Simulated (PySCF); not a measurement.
**Y2S3: one run**

Y2S3 (singlet). PySCF 2.14.0, RKS CAM-B3LYP, Y def2-SVP with ECP28, S def2-SVP; non-relativistic Hamiltonian with scalar-relativistic core potentials where named; density fitting; no spin-orbit coupling. Purpose: singlet excitations, Tamm-Dancoff CAM-B3LYP.

```python
mol = gto.M(atom='''
Y     -0.61828    -0.05656     2.30871
Y     -0.61828    -0.05656    -2.30871
S     -1.66418    -0.15223    -0.00000
S      1.63947     0.14997     2.66784
S      1.63947     0.14997    -2.66784''',
    basis={'Y': 'def2-SVP', 'S': 'def2-SVP'},
    ecp={'Y': 'def2-SVP'},
    charge=0, spin=0)
mf = dft.RKS(mol, xc='CAMB3LYP')
mf.grids.atom_grid = (50, 194)
mf = mf.density_fit()  # fitting sets: Y def2-universal-JKFIT, S def2-universal-JKFIT
mf.conv_tol = 1e-08; mf.max_cycle = 55
mf.kernel(dm0)  # dm0: converged density of the relaxed state
td = mf.TDA(); td.nstates = 8; td.kernel()
```

Run from Python with OMP_NUM_THREADS=2; the lines above give its settings. Where DIIS fails, smearing, a level shift and second-order steps follow.
It took 43 s on 2 threads of AMD EPYC 9R45 96-Core Processor (Zen 5), on a shared host, from an already converged density.

Task: Where do the frontier levels lie, over both spins?

Result: HOMO -6.81 eV, LUMO -1.92 eV. 

Task: What does the SCF print?

Result: 
```
init E= -1270.94991481646
cycle= 1 E= -1270.95125118449  delta_E= -0.00134  |g|= 0.0539  |ddm|= 0.197
cycle= 2 E= -1270.949852554  delta_E= 0.0014  |g|= 0.0833  |ddm|=  0.2
cycle= 3 E= -1270.95228743928  delta_E= -0.00243  |g|= 0.00666  |ddm|= 0.121
cycle= 4 E= -1270.95230427134  delta_E= -1.68e-05  |g|= 0.00209  |ddm|= 0.0116
...
cycle= 8 E= -1270.95230783941  delta_E= -1.29e-08  |g|= 2.1e-05  |ddm|= 0.000509
cycle= 9 E= -1270.95230784105  delta_E= -1.65e-09  |g|= 7.72e-06  |ddm|= 0.000191
Extra cycle  E= -1270.95230784116  delta_E= -1.02e-10  |g|= 6.45e-06  |ddm|= 3.76e-05
converged SCF energy = -1270.95230784116
```

Task: What are the Mulliken charges and spins?

Result: 
| atom | charge (e) | spin (e) |
| --- | --- | --- |
| Y1 | 0.595 | 0.000 |
| Y2 | 0.595 | 0.000 |
| S3 | -0.601 | 0.000 |
| S4 | -0.294 | 0.000 |
| S5 | -0.294 | 0.000 |

Task: Which singlet excitations follow (Tamm-Dancoff, 8 states)?

Result: 
| state | eV | oscillator strength |
| --- | --- | --- |
| 1 | 2.13 | 0.0216 |
| 2 | 2.18 | 0.0027 |
| 3 | 2.29 | 0.0000 |
| 4 | 2.30 | 0.0308 |
| 5 | 2.54 | 0.0000 |
| 6 | 2.56 | 0.0179 |
| 7 | 3.17 | 0.0057 |
| 8 | 3.18 | 0.0000 |

The geometry was relaxed with PBE0 (Y def2-SVP with ECP28, S def2-SVP).
